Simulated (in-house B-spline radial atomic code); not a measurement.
Hg²⁺. Computed with a B-spline radial atomic code. Model: non-relativistic spherical atom: semilocal Troullier-Martins pseudo-atom, one channel per l, against all electrons, high spin, G0W0 and RPA with empty states to l = 8, local potential for every l without a channel, a model core (radius 0 = none) keeps its share of the functional.

Without relativity these are model numbers for so heavy an element.

What the tables leave out is listed at the end.

The pseudopotential gives back the lowest level of each angular momentum of its own functional in the configuration it was made in; a second state of the same l is only approximately right. Exact exchange, RPA and GW see the smooth pseudo-orbitals and miss the exchange with the core, for which the functional's share stands in. The column with an uncorrelated core keeps all orbitals and exact exchange, and so separates missing core correlation from pseudisation. Only the three outermost levels and the lowest empty one were computed. RPA here is direct RPA, with no exchange kernel, and its energies carry an (l + 1/2)⁻⁴ tail. A hybrid on a potential with a model core restores only its own semilocal share of the core's exchange.

Command:
```bash
python run_psgw.py task.json out
```
Settings (lengths in bohr, energies in hartree):
```
Z                      80
electrons              78
configuration          [Xe] 4f14 5d10
generated_in           [Xe] 4f14 5d10 6s2
functional             pbe,pbe
core_shells            9
radius_factor          1
core_correction        True
```

Time taken, with all properties: 43 s on 1 thread of Arm Neoverse N1 (shared host).

Given: made with PBE; model core radius 0.562 bohr; local radius 0.955 bohr; mean-field start PBE.

Valence shells of the generating configuration: 4f, 5s, 5p, 5d, 6s.

Channel: s 0.907, p 0.97, d 1.151, f 1.227 (radii in bohr).

Computed: largest level miss in the spin-unpolarised generating configuration 0.139 eV; valence RPA correlation energy all-electron orbitals -2.342 hartree; valence RPA correlation energy pseudo -2.7792 hartree; pseudo-atom RPA polarisability 6.397 bohr³.

```csv
level,occupied,mean-field all-electron (eV),mean-field pseudo minus all (eV),G0W0 all-electron (eV),G0W0 uncorrelated core minus all (eV),G0W0 pseudo minus all (eV),exchange self-energy all-electron (eV),exchange self-energy pseudo (eV)
5d,1,-29.593,-0.18,-36.65,-0.057,-1.04,-36.406,-34.194
6s (empty),0,-19.899,-0.328,-16.189,0.003,-0.215,-4.4805,-3.9717
```

What is the all-electron RPA polarisability, core included?

6.5553 bohr³.

Given: mean-field start PBE0.

Computed: valence RPA correlation energy all-electron orbitals -2.2652 hartree; all-electron RPA polarisability, core included 5.8638 bohr³; pseudo-atom RPA polarisability 5.6082 bohr³.

```tsv
level	occupied	mean-field all-electron (eV)	mean-field pseudo minus all (eV)	G0W0 all-electron (eV)	G0W0 uncorrelated core minus all (eV)	G0W0 pseudo minus all (eV)	exchange self-energy all-electron (eV)	exchange self-energy pseudo (eV)
5d	1	-31.604	-0.328	-36.723	-0.055	-0.919	-36.539	-34.655
6s (empty)	0	-18.532	-0.17	-16.02	0.003	-0.093	-4.1855	-3.6342
```

What is the valence RPA correlation energy pseudo?

-2.7053 hartree.

Among the listed levels the largest G0W0 shift of the pseudo-atom is -1.04 eV, for 5d on the PBE start, while leaving the core uncorrelated moves that level by -0.06 eV. So pseudisation and the lost core exchange, not the missing core correlation, make the error. Not in the tables (levels of low weight, unsolved or above zero; the highest and the empty levels are kept at any weight): on PBE the G0W0 levels 5p (pseudo minus all -1.90 eV, weights 0.08 and 0.16), 5s (pseudo minus all -3.82 eV, weights 0.14 and 0.07); on PBE0 the G0W0 levels 5p (pseudo minus all -1.48 eV, weights 0.49 and 0.39), 5s (pseudo minus all +2.78 eV, weights 0.45 and -0.00); no Hartree-Fock pseudo-atom is run with a model core.
